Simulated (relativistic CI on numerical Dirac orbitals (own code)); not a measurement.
What each ingredient does to the levels of Nd55+

Base calculation: Dirac-Coulomb-Breit CI, KLI orbitals optimised for each configuration, QED by a radiative potential, unscaled Slater integrals.

Configuration list (outside the closed core 1s2): 2s2 2p, 2s 2p2, 2p3, 2p2 3s, 2p2 3p, 2p2 3d, 2s2 3s, 2s2 3p, 2s2 3d, 2s 2p 3s, 2s 2p 3p, 2s 2p 3d, 2s2 4s, 2s2 4p, 2s2 4d, 2s2 4f. Levels of other configurations are missing.

Variants: (1) QED terms removed. Shifts of the energy above 2s2 2p 2P°_1/2, in eV, for the lowest level and the first level of each name with at least 55 % of one term (blank where a level changes its place among those of its configuration and J or its character, or is not in the variant):

```tsv
Level	Base	Δ(1)
2s2 2p 2P°_1/2	0.00	0.00
2s2 2p 2P°_3/2	570.48	-0.65
2s 2p2 4P_3/2	704.22	+8.16
2s 2p2 2D_5/2	739.66	+8.16
2s 2p2 2P_1/2	796.00	+8.20
2s 2p2 2D_3/2	797.15	+8.19
2s 2p2 4P_5/2	1293.08	+7.32
2s 2p2 2S_1/2	1377.68	+7.34
2s 2p2 2P_3/2	1378.81	+7.35
2p3 2D°_5/2	1555.35	+16.39
2p3 2P°_1/2	1599.34	+16.37
2s2 3s 2S_1/2	6565.76	-2.14
2s2 3p 2P°_1/2	6631.43	+0.64
2s 2p 3s 4P°_1/2	6695.02	+6.56
```

At this charge energies of transitions that change n are usually good to better than 1 %, and those within a shell (Δn = 0) to a few per cent.

Ionisation energy from the two ground configurations alone: base 11693.5 eV. The NIST ASD value (theoretical) is 11694 eV.

LS names give the leading component of a level, which can be under half, so a name can repeat, a term be missing and a line seem to break the LS rules.
